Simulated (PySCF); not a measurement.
# Working out the electron affinity of Br

Br⁻ [Kr] (1S) → Br [Ar] 3d10 4s2 4p5 (2P). Calculation: PySCF 2.14, in aug-cc-pVDZ-DK (6s5p3d, 36 functions); scalar relativity by spin-free X2C-1e. Frozen: [Ar] 3d10. Energies in hartree (1 hartree = 27.21139 eV):

| part | Br⁻ (lower) | Br (upper) |
| --- | --- | --- |
| UHF | -2604.389877 | -2604.300226 |
| MP2 opposite-spin | -0.095216 | -0.073107 |
| MP2 same-spin | -0.035486 | -0.024696 |

Question: What does Hartree-Fock give?

Answer: (-2604.300226) − (-2604.389877) = 0.089651 hartree = 2.440 eV.

Question: What do MP2 and SCS-MP2 (6/5 opposite-spin, 1/3 same-spin) give?

Answer: The opposite-spin parts differ by 0.602 eV and the same-spin parts by 0.294 eV. MP2: 2.440 + (0.602) + (0.294) = 3.336 eV. SCS-MP2: 2.440 + 1.2 × (0.602) + (0.294)/3 = 3.260 eV.

A first-order spin-orbit estimate adds -0.146 eV to MP2 (valence), giving 3.190 eV against 3.364 eV (measured; photodetachment measurements, as compiled on the Wikipedia data page of electron affinities).

A double-zeta basis recovers only part of the correlation energy.

What remains against the reference includes basis incompleteness, the frozen core and correlation beyond second order.
